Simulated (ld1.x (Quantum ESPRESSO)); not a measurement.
**Varying the TM potential for W (Z = 74)**

Base potential:

* Element: tungsten
* Generator: ld1.x (Quantum ESPRESSO) 7.5
* Type: norm-conserving Troullier–Martins (Kleinman–Bylander form)
* Functional: PBEsol
* Relativity: scalar-relativistic
* Frozen core: [Xe] 4f14
* Valence charge: 6
* Reference configuration: 5d4 6s1.5 6p0 (charge +0.5)
* Partial waves: 6p (bound, empty): rc 2.70 bohr; 5d (bound): rc 2.15 bohr; 6s (bound): rc 2.05 bohr
* Local potential: the s channel
* Core correction: none

Cutoffs, loose and tight: the cutoffs (Ry, on a coarse ladder) from which the occupation-weighted sum of valence levels, in a spherical-Bessel basis at the reference potential, stays within 10 and 1 mRy of its value at 400 Ry. They do not see the model core or the augmentation charge, which bear on the density cutoff. Test errors are all-electron minus pseudo excitation energies from the reference, over the configurations 5d4 6s2 6p0; 5d4 6s1 6p0; 5d4 6s0 6p0; 5d5 6s0 6p0; 5d3 6s2 6p0; 5d2 6s0 6p0; 5d4 6s0 6p1. A dash means not determined; rows that change the core or the reference have their own tests.

A true bound ghost makes a file unfit for plane-wave use even where its test errors are small: the radial tests pick states by their node count and pass the ghost by.

Cutoffs are not given where the Bessel-basis levels miss the radial ones by over 6 mRy, ghosts where they miss by over 20 mRy; a channel whose overlap is not positive is not tested.

| change | outcome | cutoff, loose | cutoff, tight | bound ghosts | largest test error (meV) |
| --- | --- | --- | --- | --- | --- |
| base | generated | 30 Ry | 45 Ry | none | -134 |
| all radii scaled by about 0.84 (s 1.72, p 2.26, d 1.80 bohr) | generated | 70 Ry | 110 Ry | p, s (extra level of the local part) | +441 |
| all radii scaled by about 1.23 (s 2.52, p 3.30, d 2.64 bohr) | generated | 25 Ry | 30 Ry | none | -52 |
| all radii scaled by about 1.40 (s 2.88, p 3.78, d 3.02 bohr) | generated | 21 Ry | 30 Ry | none | +30 |

(1) What comes out with this change to the base: all radii scaled by about 0.96 (s 1.96, p 2.58, d 2.06 bohr)?

(2) What comes out with this change to the base: all radii scaled by about 0.78 (s 1.60, p 2.10, d 1.68 bohr)?

(3) What comes out with this change to the base: all radii scaled by about 1.13 (s 2.32, p 3.06, d 2.44 bohr)?

## Answers

(1) outcome: generated; cutoff, loose: 30 Ry; cutoff, tight: 55 Ry; bound ghosts: none; largest test error (meV): -140.

(2) outcome: generated, misses its reference levels by 0.26 eV; bound ghosts: p, s (extra level of the local part); largest test error (meV): -399.

(3) outcome: generated; cutoff, loose: 30 Ry; cutoff, tight: 35 Ry; bound ghosts: none; largest test error (meV): -89.

Reading the sweep of the scale of all radii (base = 1) (base included, trends over the rows without a ghost): The loose cutoff falls from 30 Ry at 0.96 to 21 Ry at 1.4. A larger radius leaves more room for a smooth pseudo-wave, so fewer plane waves are needed; a smaller one forces it to follow the all-electron wave where it bends sharply. The median size of the test errors (rows with all tests solved) is not monotonic: lowest 1.9 meV at 1.4, highest 26.6 meV at 0.96. Bound ghosts are found at 0.78, 0.84.
